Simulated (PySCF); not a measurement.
## Frontier levels across methods

Compound: C₃H₅ClN₂Si.
Numbering: `[SiH3:1][n:2]1[cH:3][n:4][cH:5][c:6]1[Cl:7]` (hydrogens: H8, H9, H10 on Si1; H11 on C3; H12 on C5)

Cartesian coordinates in Å at the PBE0-D3(BJ)/def2-SVP level; atoms count from 1:
```xyz
12
C3H5ClN2Si angstrom
Si     1.0913    2.7394   -0.0796
N     -0.6804    2.5707   -0.2296
C     -1.4447    1.4386   -0.0620
N     -2.7196    1.6582   -0.2327
C     -2.8375    2.9885   -0.5279
C     -1.5922    3.5615   -0.5289
Cl    -1.0751    5.1650   -0.8220
H      1.6646    3.1845   -1.3769
H      1.5560    1.3709    0.2718
H      1.4113    3.7096    1.0001
H     -0.9930    0.4776    0.1867
H     -3.7938    3.4700   -0.7232
```

Basis pcSseg-1 throughout (PySCF), one geometry. Geometry: PBE0-D3(BJ)/def2-SVP; no solvent, vibrations or thermal averaging.

Task: How do the orbital energies, the gap and the dipole change with the method?

Result: 
```
   method                    kind  HOMO (eV)  LUMO (eV)  gap (eV)  μ (D)  SCF cycles
    B97-D                     GGA      -5.64      -0.85      4.79   2.97          15
     BP86                     GGA      -5.81      -1.05      4.77   2.98          14
      LDA                     LDA      -5.91      -1.17      4.74   3.07          15
    B97-2           global hybrid      -6.52      -0.05      6.47   3.06          14
     PBE0           global hybrid      -6.77      -0.03      6.74   3.08          14
CAM-B3LYP  range-separated hybrid      -8.01       1.03      9.05   3.13          13
       HF            Hartree–Fock      -8.89       3.21     12.10   3.12          12
```

The HOMO spans 3.25 eV, from B97-D down to HF, and the gap runs from 4.74 eV (LDA) to 12.10 eV (HF). Over the methods B97-D (0 %), BP86 (0 %), LDA (0 %), B97-2 (21 %), PBE0 (25 %), HF (100 %), a straight line through the gap against the share of exact exchange rises by 0.73 eV for each 10 % (correlation coefficient 1.000). The dipole ranges from 2.97 D (B97-D) to 3.13 D (CAM-B3LYP). This basis has no diffuse functions.

The vertical ΔSCF ionisation energy at CAM-B3LYP/def2-SVPD is 8.77 eV; −ε(HOMO) comes closest to it with HF (8.89 eV).
